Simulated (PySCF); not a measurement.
C₄H₃BCl₂S.
SMILES with atom numbers: `[Cl:1][B:2]([Cl:3])[c:4]1[cH:5][cH:6][s:7][cH:8]1`

Cartesian coordinates in Å at the PBE0-D3(BJ)/def2-SVP level; atoms count from 1:
```
atom  x, y, z in Å
Cl1    3.5547    0.8937   -0.6928
B2     2.7540    0.0335    0.6129
Cl3    3.7662   -0.7300    1.8314
C4     1.2222   -0.0468    0.6800
C5     0.3078    0.5512   -0.2513
C6    -1.0011    0.3138    0.0545
S7    -1.1512   -0.6426    1.4805
C8     0.5388   -0.7270    1.6737
H9     0.6300    1.1361   -1.1138
H10   -1.8918    0.6468   -0.4771
H11    0.9746   -1.2747    2.5093
```

NICS = −σ at a ghost point: NICS(0) at the centroid of the ring atoms, NICS(1) 1 Å to either side along the normal of their mean plane, zz for the tensor component along that normal. Level: GIAO PBE0/pcSseg-1 (PySCF, non-relativistic, gas phase) on the PBE0-D3(BJ)/def2-SVP geometry, one conformer.

Ring bond lengths (Å), with Mayer bond orders in brackets: C4–C5 1.436 (1.24), C5–C6 1.365 (1.62), C6–S7 1.724 (1.15), S7–C8 1.703 (1.25), C8–C4 1.385 (1.49).

**Question.** What do the NICS probes read (ppm)?

**Answer.** 
| ring | type | NICS(0) | NICS(1), two faces | NICS(1)zz, two faces | rms pucker (Å) | centre to ring atoms, mean (Å) |
| --- | --- | --- | --- | --- | --- | --- |
| C4–C5–C6–S7–C8 | 5-membered ring with S; formal bonds all aromatic | -11.4 | -11.3 / -11.3 | -26.0 / -26.0 | 0.00 | 1.29 |

**Question.** What do they say, and how far can they be read as aromaticity?

**Answer.** 
- C4–C5–C6–S7–C8: mean NICS(1)zz -26.0 ppm, shielded. For a flat ring without four-coordinate atoms the NICS criterion counts such a value as aromatic.

**Question.** And the bond-length index? HOMA = 1 − mean of α(R − Ropt)² over the ring bonds, with Krygowski's 1993 parameters (CC: Ropt 1.388 Å, α 257.7 Å⁻²; CS: Ropt 1.677 Å, α 94.09 Å⁻²).

**Answer.** 
- C4–C5–C6–S7–C8: HOMA 0.80; the largest term is that of C4–C5, α(R − Ropt)² = 0.59. The geometric and the magnetic index point the same way.

**Question.** What is the mean of the two in-plane components of NICS at the first NICS(1) probe listed for ring C4–C5–C6–S7–C8, 1 Å off the ring?

**Answer.** The isotropic value is a third of the trace: (3 × -11.3 − (-26.0))/2 = -4.0 ppm.

**Question.** Give the inner angles of the rings and the Hirshfeld charges of the ring atoms.

**Answer.** 
- C4–C5–C6–S7–C8: C4 110.8° (-0.119 e), C5 113.1° (-0.064 e), C6 111.4° (-0.080 e), S7 92.0° (+0.136 e), C8 112.6° (-0.060 e); sum 540.0° against 540° for a flat convex ring.

**Question.** What are the shieldings of the ring atoms and their hydrogens in the same run (means over atoms taken as equivalent)?

**Answer.** 
| atoms | environment | σ isotropic (ppm) | principal values of the symmetric part, first atom (ppm) |
| --- | --- | --- | --- |
| C4 | substituted aromatic carbon | 40.7 | -34.4, 11.5, 145.0 |
| C5 | aromatic CH carbon | 45.1 | -43.5, 33.5, 145.4 |
| C6 | aromatic CH next to a ring sulfur | 50.7 | -37.0, 52.2, 136.9 |
| S7 | thiophene-type sulfur | 236.6 | 103.5, 228.7, 377.5 |
| C8 | aromatic CH next to a ring sulfur | 31.0 | -66.5, 19.6, 140.0 |
| H9 | aromatic hydrogen | 23.47 | 19.0, 23.0, 28.3 |
| H10 | aromatic hydrogen | 24.07 | 20.7, 24.8, 26.7 |
| H11 | aromatic hydrogen | 23.01 | 19.0, 22.0, 28.0 |

**Question.** How do the values depend on the level or the medium?

**Answer.** 
| level | NICS(0), C4–C5–C6–S7–C8 | mean NICS(1)zz, C4–C5–C6–S7–C8 |
| --- | --- | --- |
| PBE0/pcSseg-1, gas | -11.4 | -26.0 |
| wB97X-D/pcSseg-2, gas | -11.2 | -26.4 |

The geometry is the same throughout.

Time: 20 s. Hardware: Arm Neoverse V1, one thread (shared host). This is the whole shielding run at PBE0/pcSseg-1, SCF included.
